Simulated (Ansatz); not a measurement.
Gas-phase electronic energies from Ansatz, PBE0-D4/def2-TZVP geometries. CCSD(T)/CBS adds triple-zeta CCSD(T) − MP2 to the extrapolated MP2 energy (def2 sets, frozen cores). Double bonds are as drawn, so ΔE can hold a change between cis and trans. Functionals use def2-TZVPP. B3LYP here is the variant with VWN-RPA as its local correlation; programs differ in this. For Ge, Se outer-core shells are correlated without core-valence functions, which leaves a few kJ/mol of doubt a bond. Scalar relativity is left out up to krypton. Each species was taken in one conformer, which may not be the lowest.

`C[O][GeH2][AlH2]` + `C/N=C/[SeH]` → `C/N=C\[Se][AlH2]` + `C[O][GeH3]`  (cleavage of the Al–Ge bond)

```json
{"level": "PBE-D4", "ΔE (kJ/mol)": "-94.9", "difference from CCSD(T)/CBS": "10.5"}
{"level": "r2SCAN-D4", "ΔE (kJ/mol)": "-103.7", "difference from CCSD(T)/CBS": "1.7"}
{"level": "PBE0-D4", "ΔE (kJ/mol)": "-97.6", "difference from CCSD(T)/CBS": "7.8"}
{"level": "B3LYP-D4", "ΔE (kJ/mol)": "-99.0", "difference from CCSD(T)/CBS": "6.4"}
{"level": "ωB97X-V", "ΔE (kJ/mol)": "-98.0", "difference from CCSD(T)/CBS": "7.4"}
{"level": "ωB97M-V", "ΔE (kJ/mol)": "-101.4", "difference from CCSD(T)/CBS": "4.0"}
{"level": "B2PLYP", "ΔE (kJ/mol)": "-100.8", "difference from CCSD(T)/CBS": "4.6"}
{"level": "PBE", "ΔE (kJ/mol)": "-91.3", "difference from CCSD(T)/CBS": "14.1"}
{"level": "r2SCAN", "ΔE (kJ/mol)": "-102.9", "difference from CCSD(T)/CBS": "2.5"}
{"level": "PBE0", "ΔE (kJ/mol)": "-94.5", "difference from CCSD(T)/CBS": "10.9"}
{"level": "B3LYP", "ΔE (kJ/mol)": "-93.0", "difference from CCSD(T)/CBS": "12.4"}
{"level": "HF/def2-TZVPP", "ΔE (kJ/mol)": "-100.4", "difference from CCSD(T)/CBS": "5.0"}
{"level": "MP2/def2-TZVPP", "ΔE (kJ/mol)": "-111.3", "difference from CCSD(T)/CBS": "-5.9"}
{"level": "SCS-MP2/def2-TZVPP", "ΔE (kJ/mol)": "-106.4", "difference from CCSD(T)/CBS": "-1.0"}
{"level": "CCSD/def2-TZVPP", "ΔE (kJ/mol)": "-98.9", "difference from CCSD(T)/CBS": "6.5"}
{"level": "CCSD(T)/def2-TZVPP", "ΔE (kJ/mol)": "-101.8", "difference from CCSD(T)/CBS": "3.6"}
{"level": "HF/def2-QZVPP", "ΔE (kJ/mol)": "-100.4", "difference from CCSD(T)/CBS": "5.0"}
{"level": "MP2/def2-QZVPP", "ΔE (kJ/mol)": "-113.3", "difference from CCSD(T)/CBS": "-7.9"}
{"level": "SCS-MP2/def2-QZVPP", "ΔE (kJ/mol)": "-108.7", "difference from CCSD(T)/CBS": "-3.3"}
{"level": "HF/CBS(def2)", "ΔE (kJ/mol)": "-100.4", "difference from CCSD(T)/CBS": "5.0"}
{"level": "MP2/CBS(def2)", "ΔE (kJ/mol)": "-114.9", "difference from CCSD(T)/CBS": "-9.5"}
{"level": "CCSD/CBS(def2)", "ΔE (kJ/mol)": "-102.5", "difference from CCSD(T)/CBS": "2.9"}
{"level": "CCSD(T)/CBS", "ΔE (kJ/mol)": "-105.4", "difference from CCSD(T)/CBS": "0"}
```

Largest T1 diagnostic among the species: 0.013.

From PBE to PBE0 (25 % exact exchange), in def2-TZVPP and without D4, ΔE moves by −3.2 kJ/mol. The D4 term adds −6.0 kJ/mol with B3LYP and −3.1 kJ/mol with PBE0; it sums over pairs of atoms, weighted by their polarisabilities, and B3LYP, whose exchange is more repulsive, gets the larger term.
